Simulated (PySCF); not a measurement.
All values below come from PBE-D3(BJ)/def2-TZVP // CAM-B3LYP-D3(BJ)/def2-TZVP (PySCF). Gas-phase values, no solvent. Delta-SCF ions had no search for a lower state. 

Reference species (SMILES): `C#CC=C` (neutral, multiplicity 1).

The vertical ionisation energy (Delta-SCF) comes out as 9.38 eV, the HOMO is -6.18 eV and the S1 oscillator strength is 0.000.

Changed species: `C1=CC=C1`.

**Question.** Predict the effect on the vertical ionisation energy (Delta-SCF), HOMO and S1 oscillator strength.

**Answer.** the vertical ionisation energy (Delta-SCF) drops by 1.43 eV, to 7.95 eV; the HOMO rises by 1.60 eV, to -4.58 eV; the S1 oscillator strength hardly moves.
